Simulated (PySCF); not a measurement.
Computed shifts of a molecule C₄H₈OSi, PySCF with KT2/pcSseg-1, GIAO, gas phase, atoms alike by connectivity averaged where their shifts nearly agree, in ppm (number of nuclei): ¹³C: 107.4 (1), 72.0 (1), 68.6 (1), 31.5 (1). ²⁹Si: -98.7 (1). ¹H: 4.55 (3), 4.14 (1), 3.95 (1), 2.99 (1), 2.51 (1), 0.06 (1). References: ¹⁷O against H2O (σ = 330.4 ppm); ¹³C against TMS (σ = 185.1 ppm); ²⁹Si against TMS (σ = 361.9 ppm); ¹H against TMS (σ = 31.47 ppm), references at their B3LYP-D3(BJ)/def2-TZVP geometries, non-relativistic. Coordinates come from a PBE0-D3(BJ)/def2-SVP optimisation. The values are those of a single conformer.

Q: Which molecule gave these data?
(A) C#CCO[SiH2]C
(B) OCCC#C[SiH3]
(C) C=C=CCO[SiH3]
(D) O[Si@H]1C=CCC1

A: B, OCCC#C[SiH3]
